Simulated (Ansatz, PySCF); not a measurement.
The pair A = CHN (SMILES C#N) (first 3 atoms), B = HI (SMILES I); geometry from B3LYP-D3(BJ)/def2-TZVP.
(charge 0, multiplicity 1):
```xyz
5

C     -0.75729    -0.57205    -0.31790
N     -0.20264    -0.30011     0.64590
H     -1.27406    -0.82612    -1.21631
I      1.73860     0.59879     3.87012
H      0.91808     0.22392     2.52297
```

Correlated levels freeze the cores. Filled d and f shells under p-block atoms count as core. CBS: X⁻³ extrapolation of the correlation energy, Hartree–Fock from the larger set. MP2 and its Hartree–Fock in def2-QZVPPD are density fitted.

Run with Ansatz (an electronic-structure program) with Gaussian orbitals; PySCF for the dispersion terms.  In def2 rows elements past Kr take small-core potentials, without spin–orbit coupling.

The monomers are drawn apart, rigid, along the line of their centres of mass. Counterpoise-corrected interaction energies (kcal/mol):

```json
[
 {"level": "PBE/def2-TZVPPD", "R = 5.347 Å": "-1.4577", "R = 6.246 Å": "-0.6773"},
 {"level": "PBE-D3(BJ)/def2-TZVPPD", "R = 5.347 Å": "-1.7139", "R = 6.246 Å": "-0.7734"},
 {"level": "wB97M-V/def2-TZVPPD", "R = 5.347 Å": "-1.5407", "R = 6.246 Å": "-0.7482"},
 {"level": "MP2/CBS(def2-TZVPPD, def2-QZVPPD) + ΔCCSD(T)/def2-TZVPPD", "R = 5.347 Å": "-1.6175", "R = 6.246 Å": "-0.7622"}
]
```

Problem. R is the distance of the centres of mass. Find the local exponent m of E ∝ R⁻ᵐ between the two points.

Solution. 
m = ln(E₁/E₂)/ln(R₂/R₁): PBE/def2-TZVPPD 4.9; PBE-D3(BJ)/def2-TZVPPD 5.1; wB97M-V/def2-TZVPPD 4.6; MP2/CBS(def2-TZVPPD, def2-QZVPPD) + ΔCCSD(T)/def2-TZVPPD 4.8. For scale, two fixed dipoles give m = 3, dipole and quadrupole 4, quadrupoles 5, and dispersion or dipole-induced dipole 6 at long range; at these distances several terms mix, and what is left of overlap and damping shifts m, so it need not match one of them.
